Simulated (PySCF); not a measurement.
# Worked example: dipole moment from atomic charges

Ge(Cl)3(SH) (Cl3GeHS), SMILES [SH][Ge]([Cl])([Cl])[Cl]. Atoms are numbered in the order given.

```xyz
6

S      0.7580     2.0863     0.0000
Ge     0.0012     0.0081     0.0000
Cl     0.6543    -1.0982    -1.7316
Cl    -2.1449     0.1186     0.0000
Cl     0.6543    -1.0982     1.7316
H      2.0515     1.6823     0.0000
```
Charge 0, spin multiplicity 1.

The structure is a stationary point at B3LYP-D3(BJ)/def2-SVP. The structure was generated by enumeration, and PubChem lists no compound with its InChIKey, so it may never have been made. The values are those of a single conformer.

Charges (e) from PySCF with PBE/def2-TZVP:

```json
[
 {"atom": "S1", "IAO": "-0.218", "Mulliken": "-0.259"},
 {"atom": "Ge2", "IAO": "0.846", "Mulliken": "0.763"},
 {"atom": "Cl3", "IAO": "-0.253", "Mulliken": "-0.229"},
 {"atom": "Cl4", "IAO": "-0.246", "Mulliken": "-0.229"},
 {"atom": "Cl5", "IAO": "-0.253", "Mulliken": "-0.229"},
 {"atom": "H6", "IAO": "0.125", "Mulliken": "0.183"}
]
```

The dipole moment of the full density is 1.46 D.

What dipole moment does each set of point charges give, and which comes closer to that of the density?


μ = Σ q r, and 1 e Å = 4.8032 D.
IAO: Σ q r = (0.289, 0.289, 0.000) e Å, |μ| = 1.96 D.
Mulliken: Σ q r = (0.372, 0.250, 0.000) e Å, |μ| = 2.15 D.
IAO comes closer in size. Point charges leave out the atoms' own dipoles (lone pairs, polarised bonds); fits to the potential absorb them, partitions of the density don't.
